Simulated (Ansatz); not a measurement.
Reaction (cleavage of the In–B bond): `[InH2][B]1CO1` + `C[SeH]` → `C[Se][InH2]` + `B1CO1`

Computed with Ansatz on PBE0-D4/def2-TZVP structures; ΔE is electronic, products minus reactants. CBS: MP2 limit from def2 TZ/QZ plus the TZ coupled-cluster correction, frozen cores. DFT in def2-TZVPP. def2 core potentials past Kr. For In, Se outer-core shells are correlated without core-valence functions, which leaves a few kJ/mol of doubt a bond. Scalar relativity is left out up to krypton.

`[InH2][B]1CO1`:

```xyz
8

In    1.355   -0.681    1.249
B    -0.330    0.048   -0.018
C    -1.034    0.638   -1.239
O    -1.658    0.192    0.028
H     1.883   -2.322    1.174
H     2.216    0.389    2.293
H    -1.113    1.710   -1.396
H    -1.320    0.026   -2.090
```

`C[SeH]`:

Z-matrix (Å, degrees):
```
C
Se 1 1.949
H 1 1.088 2 110.6
H 1 1.087 2 110.6 3 -123.3
H 1 1.089 2 106.0 3 118.4
H 2 1.468 1 95.4 3 61.7
```

`C[Se][InH2]`:

Z-matrix (Å, degrees):
```
C
Se 1 1.963
H 1 1.088 2 110.8
H 1 1.088 2 108.3 3 -120.4
H 1 1.088 2 108.4 3 120.4
In 2 2.492 1 100.1 3 -0.6
H 6 1.719 2 113.9 1 0.1
H 6 1.712 2 117.1 1 -179.9
```

`B1CO1`:

Z-matrix (Å, degrees):
```
C
O 1 1.500
B 1 1.510 2 52.3
H 1 1.086 2 112.6 3 -114.3
H 1 1.086 2 112.6 3 114.3
H 3 1.183 1 159.3 2 180.0
```

CCSD(T)/CBS gives -113.2 kJ/mol.

Another level gave -103.4 kJ/mol. Which?
A. BHLYP/def2-TZVPP
B. CCSD(T)/def2-TZVPP
C. CAM-B3LYP-D4/def2-TZVPP
D. RPA@PBE/def2-TZVPP

B. CCSD(T)/def2-TZVPP -103.4, BHLYP -112.9, CAM-B3LYP-D4 -108.3, RPA@PBE/def2-TZVPP -97.0 kJ/mol.

Largest T1 diagnostic among the species: 0.016.

At CCSD(T), def2-SVP lies +8.1 kJ/mol from the extrapolated value and def2-TZVPP +9.7 kJ/mol. Leaving LDA and LC-ωPBE aside and taking each functional with its dispersion term where it has one, the values, not all of them listed here, spread over 11.4 kJ/mol, from BHLYP-D4 to revPBE-D4.
